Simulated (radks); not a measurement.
The numbers below are computed, except where a source is named.
Question: Species: Dy+. Configuration: [Xe] 4f9 6s1 6p1 (not the ground configuration). Code: a radial shooting solver on a logarithmic mesh with Libxc functionals. Model: scalar-relativistic Kohn-Sham, PBE, spin-polarised, spherical densities, finite nucleus; open shells are filled with parallel spins first (spin-orbit coupling, left out, can overturn this in heavy ions); Fermi nuclear charge, rms radius 5.2218 fm. Some entries of the table are withheld. Estimate them.

orbital,occ.,eigenvalue (eV),r(max) (bohr),<r^2> (bohr^2)
1s up,1,-53666.64,0.01338,0.0006095
1s down,1,-53666.62,0.01338,0.0006095
2s up,1,-8950.949,0.07604,0.009521
2s down,1,-8950.893,0.07604,0.009521
2p up,3,-7944.667,0.06169,0.007708
2p down,3,-7944.621,0.06169,0.007707
3s up,1,-2006.885,0.2155,0.06290
3s down,1,-2004.818,0.2154,0.06282
3p up,3,-1697.884,0.2117,0.06318
3p down,3,-1695.823,0.2116,0.06308
3d up,5,-1300.080,0.1730,0.05289
3d down,5,-1298.503,0.1729,0.05278
4s up,1,-412.4453,0.4939,0.3164
4s down,1,-407.8889,0.4939,0.3165
4p up,3,-310.5719,0.5158,0.3577
4p down,3,-306.0681,0.5157,0.3579
4d up,5,-171.7588,0.5340,0.4281
4d down,5,-167.3132,0.5339,0.4295
5s up,1,-63.7272,1.144,1.819
5s down,1,-61.4131,1.153,1.857
5p up,3,-38.9936,1.295,2.501
5p down,3,-37.2159,1.310,2.557
4f up,7,-20.7207,(1),0.8359
4f down,2,-16.7121,(2),0.9059
6s up,1,-11.7130,3.061,12.94
6s down,0,-10.0781,3.012,12.36
6p up,1,-7.5326,3.746,19.85

Answer: 
(1) 4f up r(max) (bohr): 0.5337
(2) 4f down r(max) (bohr): 0.5357
